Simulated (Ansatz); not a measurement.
Isomers of Na$_{2}$Pb$_{3}$⁺ (doublet), relaxed with PBE0-D4/def2-SVP; total energies from Ansatz at PBE0-D4/def2-TZVP.

```tsv
isomer	description	energy (Eh)
A	point group not assigned; 5 × Na–Pb 3.19 to 3.63 Å; 3 × Pb–Pb 2.95 to 3.14 Å	-902.96078
B	point group C2v; 6 × Na–Pb 3.27 to 3.55 Å; 2 × Pb–Pb 2.89 Å	-902.94463
```

In the def2 sets Pb takes a core potential; there is no spin–orbit coupling.

The isomers come from a short search, and lower ones may exist.

Problem. Work out the relative energies (1 Eh = 2625.5 kJ/mol) and the Boltzmann populations at 500 K from electronic energies alone (R = 8.314 J/mol/K).

Solution. ΔE: A 0.0, B 42.4 kJ/mol. RT = 4.16 kJ/mol. Factors exp(−ΔE/RT): A 1, B 3.75e-05; sum 1.000. Populations: A 100.0 %, B 0.0 %. Zero-point energy, vibrational entropy and symmetry numbers are left out and can shift these; an error of 4 kJ/mol changes a ratio by a factor of 2.6. Over the other density-functional and correlated levels in def2 sets, the gap between A and B ranges from 33 to 43 kJ/mol.
